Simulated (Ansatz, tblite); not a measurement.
Cost and result up the ladder for Al6N7H20⁺, a cluster cut from zinc blende AlN (hydrogen-capped) (33 atoms). Total charge 1; singlet. Geometry: PBE-D4/def2-SVP.

Cartesian coordinates in Å:
```
N 1.2652 -1.1816 2.2101
N -1.4659 -0.4667 -2.9485
N 1.9585 0.0021 -0.4701
N -0.6923 -1.5772 -0.1257
N -1.4261 0.2664 2.2402
N -0.7978 1.4299 -0.5492
N 1.1610 1.8290 1.7853
Al -0.6581 -2.0272 -2.0555
Al 1.1796 -1.6363 0.2565
Al 0.4033 0.4207 2.8840
Al -0.7762 1.3313 -2.5283
Al 1.0620 1.7200 -0.2170
Al -1.7028 -0.0187 0.2908
H 2.2596 -1.1942 2.4980
H 0.8920 -2.0074 2.7106
H -2.4976 -0.4923 -2.8730
H -1.2993 -0.6034 -3.9617
H 2.9532 0.0755 -0.1988
H 1.9961 -0.1412 -1.4976
H -1.1667 -2.3886 0.3080
H -1.9124 -0.4920 2.7499
H -1.9672 1.1018 2.5242
H -1.3308 2.2950 -0.3515
H 2.1498 1.9870 2.0481
H 0.7291 2.7340 2.0423
H 0.9428 -1.8871 -2.3030
H -1.4694 -3.3637 -2.3538
H 1.9984 -2.9847 0.1011
H 0.5329 0.6462 4.4498
H 0.8328 1.2382 -2.7424
H -1.6749 2.4745 -3.1758
H 1.7885 3.0255 -0.7464
H -3.2675 -0.1148 -0.0006
```

Ansatz on 2 threads of AMD EPYC 7R13 on a shared host and a share (18 GiB) of an NVIDIA H100 80GB HBM3; xTB runs through tblite on one thread. Times are rough, summed over both states, and most runs start from the orbitals of an earlier one. PBE-QIDH/def2-TZVP serves as the yardstick here, not as an exact answer. The other state is a doublet.

The xTB rows come from tblite. Correlated methods freeze 37 core orbitals. Single mean-field runs in def2-TZVP are fitted with def2-universal-jkfit.

Run but left out: PBE-D4/def2-TZVP (charge +2 doublet: an occupied level 0.07 eV above an empty one).

Correlated methods converge slowly with the basis.

Raw xTB energies of ions are shifted by several eV.

```json
{"level": "GFN2-xTB", "functions": "102", "wall time": "0.14 s"}
{"level": "GFN1-xTB", "functions": "122", "wall time": "0.15 s"}
{"level": "PBE-QIDH/def2-TZVP", "functions": "559", "wall time": "13 s"}
{"level": "PBE0-D4/def2-TZVP (with forces)", "functions": "559", "wall time": "19 s"}
```

(1) Estimate what each level gives for the vertical IE (eV).

## Answers

(1) 
| level | vertical IE (eV) | difference from PBE-QIDH/def2-TZVP (eV) |
| --- | --- | --- |
| GFN2-xTB | 15.40 | 2.24 |
| GFN1-xTB | 15.75 | 2.59 |
| PBE-QIDH/def2-TZVP | 13.16 | 0.00 |
| PBE0-D4/def2-TZVP (with forces) | 12.40 | -0.76 |
